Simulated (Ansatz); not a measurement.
Correlation energies of AlBrH₄Si (`[SiH3][AlH][Br]`) by basis set

```xyz
7

Si    0.3127    0.8568   -0.6311
Al   -0.2280   -1.1612    0.6408
Br   -1.6113   -0.9269    2.4178
H     0.2020    2.0788    0.2100
H    -0.6367    0.9912   -1.7731
H     1.6894    0.7904   -1.1969
H     0.2720   -2.6290    0.3325
```

Total charge 0; spin multiplicity 1. Correlated methods include outer-core shells of Br, which these sets cover unevenly. Scalar relativity is left out up to krypton. The structure was optimised at the PBE0-D4/def2-TZVP level. Frozen core, restricted reference, Ansatz 0.2.0.

```tsv
basis	HF (Eh)	MP2 corr.	CCSD corr.	(T)	CCSD(T) total
def2-SVP	?	-0.39295	-0.43129	-0.00963	?
def2-TZVPP	?	?	?	-0.01709	?
def2-QZVPP	-3105.74005	-0.81103	–	–	–
```

Q: Fill in the withheld values. (An estimate is asked.)

A: Computed: def2-SVP HF (Eh): -3105.17122; def2-SVP CCSD(T) total: -3105.61214; def2-TZVPP HF (Eh): -3105.67487; def2-TZVPP MP2 corr.: -0.47739; def2-TZVPP CCSD corr.: -0.51939; def2-TZVPP CCSD(T) total: -3106.21135.
